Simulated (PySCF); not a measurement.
Excitation energies in several basis sets

CH8AsGa.
Geometry (PBE0-D3(BJ)/def2-SVP, Å), atoms numbered from 1 in this order:
```xyz
11
CH8AsGa angstrom
C     -1.7888    0.5119    0.0828
Ga    -0.5778   -0.9696   -0.4417
As     1.7811    0.1268    0.1818
H     -2.8306    0.2093   -0.1151
H     -1.6003    1.4262   -0.5008
H     -1.7164    0.7558    1.1537
H     -0.2232   -1.1754   -1.9698
H     -0.3931   -2.2034    0.5325
H      2.1013    0.5357    1.6032
H      3.0511   -0.6556   -0.0674
H      2.2355    1.4131   -0.4748
```

TDDFT with PBE0 (PySCF), vertical singlets, core orbitals frozen in the response, spherical d and f functions. Isolated species at its PBE0-D3(BJ)/def2-SVP geometry, gas phase. Relativistic effects, spin–orbit coupling among them, are left out although an element past zinc is present.

```json
{"basis": "6-31G*", "functions": "94", "diffuse": "no", "S1 (eV)": "6.19", "S2 (eV)": "6.40", "S3 (eV)": "6.60", "S4 (eV)": "6.65", "S5 (eV)": "6.76", "LUMO (eV)": "0.09", "α (au)": "68.2"}
{"basis": "def2-SVP", "functions": "118", "diffuse": "no", "S1 (eV)": "6.26", "S2 (eV)": "6.39", "S3 (eV)": "6.53", "S4 (eV)": "6.56", "S5 (eV)": "6.61", "LUMO (eV)": "-0.01", "α (au)": "71.4"}
{"basis": "def2-SVPD", "functions": "160", "diffuse": "yes", "S1 (eV)": "6.06", "S2 (eV)": "6.17", "S3 (eV)": "6.32", "S4 (eV)": "6.44", "S5 (eV)": "6.44", "LUMO (eV)": "-0.36", "α (au)": "83.0"}
{"basis": "aug-cc-pVDZ", "functions": "167", "diffuse": "yes", "S1 (eV)": "5.85", "S2 (eV)": "5.99", "S3 (eV)": "6.18", "S4 (eV)": "6.34", "S5 (eV)": "6.39", "LUMO (eV)": "-0.70", "α (au)": "84.2"}
{"basis": "def2-TZVP", "functions": "175", "diffuse": "no", "S1 (eV)": "6.15", "S2 (eV)": "6.30", "S3 (eV)": "6.40", "S4 (eV)": "6.47", "S5 (eV)": "6.53", "LUMO (eV)": "-0.18", "α (au)": "79.0"}
{"basis": "def2-TZVPD", "functions": "217", "diffuse": "yes", "S1 (eV)": "5.97", "S2 (eV)": "6.12", "S3 (eV)": "6.23", "S4 (eV)": "6.38", "S5 (eV)": "6.39", "LUMO (eV)": "-0.47", "α (au)": "83.9"}
```

**Question.** Compare the sets with the largest diffuse one.

**Answer.** States are compared by their number. Against the largest diffuse basis here (def2-TZVPD, itself not a converged limit), sets without diffuse functions differ by up to 0.29 eV in S1 and 0.37 eV in S5; the smaller diffuse sets differ by up to 0.12 and 0.05 eV. State by state, the largest deviation of a set without diffuse functions is S1 0.29, S2 0.28, S3 0.37, S4 0.27, S5 0.37 eV. The same number needn't mean the same state in each row. Against def2-TZVPD the polarisability deviates by -19% in 6-31G*, -15% in def2-SVP, -1% in def2-SVPD, 0% in aug-cc-pVDZ, -6% in def2-TZVP.

Without π bonds the low states are Rydberg-like; a valence basis with one diffuse set may place them up to an eV too high.
